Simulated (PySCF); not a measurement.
Ge(H)(Cl)2(Me), SMILES [CH3][GeH]([Cl])[Cl], singlet, CAM-B3LYP/def2-SVP optimised geometry.

```
8

Ge    -0.22    -0.74     0.00
C     -0.84     1.09     0.00
Cl     1.94    -0.74     0.00
Cl    -0.88    -1.69     1.82
H     -0.68    -1.61    -1.17
H     -0.50     1.60    -0.91
H     -1.94     1.11     0.04
H     -0.44     1.61     0.88
```

Density from CAM-B3LYP/def2-TZVP (PySCF) at that geometry.

Minimum of the electron density along straight lines between bonded atoms, close to the bond critical point (lines longer than 1.1 times the sum of covalent radii, or with two minima, are not listed):

| bond | length / Å | ρ at the minimum / e bohr⁻³ | ∇²ρ there / e bohr⁻⁵ | position (fraction from the first atom) |
|---|---|---|---|---|
| Ge1–C2 | 1.930 | 0.136 | ___ | 0.47 |
| Ge1–Cl3 | 2.158 | 0.105 | 0.17 | 0.43 |
| Ge1–Cl4 | 2.158 | 0.105 | 0.17 | 0.43 |
| Ge1–H5 | 1.529 | 0.139 | ___ | 0.59 |
| C2–H6 | 1.099 | 0.271 | -0.90 | 0.65 |
| C2–H7 | 1.099 | 0.271 | -0.91 | 0.65 |
| C2–H8 | 1.098 | 0.272 | -0.91 | 0.65 |

### Question
Some entries are withheld; supply them.

### Answer

- Ge1–C2, ∇²ρ there / e bohr⁻⁵: 0.07
- Ge1–H5, ∇²ρ there / e bohr⁻⁵: 0.03
